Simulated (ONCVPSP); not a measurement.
**W: excitation energies, all-electron against ONCV**

| Property | Result |
| --- | --- |
| Element | tungsten |
| Generator | ONCVPSP 4.0.1 |
| Type | optimised norm-conserving Vanderbilt (ONCV) |
| Functional | LDA (Perdew-Wang 92) |
| Relativity | scalar-relativistic |
| Frozen core | [Kr] 4d10 4f14 |
| Valence charge | 14 |
| Reference configuration | 5s2 5p6 5d4 6s2 |
| Partial waves | 5s+6s: rc 1.70 bohr, ncon 5, nbas 8, qcut 7.3 1/bohr, 2 projectors; 5p: rc 2.10 bohr, ncon 3, nbas 6, qcut 6.8 1/bohr, 1 projector; 5d: rc 3.44 bohr, ncon 4, nbas 9, qcut 6.2 1/bohr, 3 projectors, debl 2.3 Ha |
| Local potential | polynomial inside 1.65 bohr (lpopt 5, dvloc0 0 Ha) |
| Core correction | Teter function, fcfact 2, rcfact 1.6 |

Energies are relative to the spin-unpolarised reference configuration 5s2 5p6 5d4 6s2; without spin polarisation the order of configurations can differ from experiment.

```tsv
valence configuration	charge	ΔE all-electron (eV)	error AE − PS (meV)
5s2 5p6 5d4 6s1	+1	9.125	-3.0
5s2 5p6 5d3 6s0	+3	50.849	+5.8
5s2 5p6 5d5 6s1	0	1.543	+17
```

Problem. What are ΔE and the potential's error for 5s2 5p6 5d4 6s0?

Solution. ΔE = 25.144 eV all-electron; the error (AE − PS) is -13 meV.

Levels in the configuration 5s2 5p6 5d5 6s1:

```tsv
level	all-electron (eV)	pseudo (eV)
5s	-77.383	-77.458
5p	-41.596	-41.640
5d	-3.519	-3.539
6s	-5.363	-5.346
```
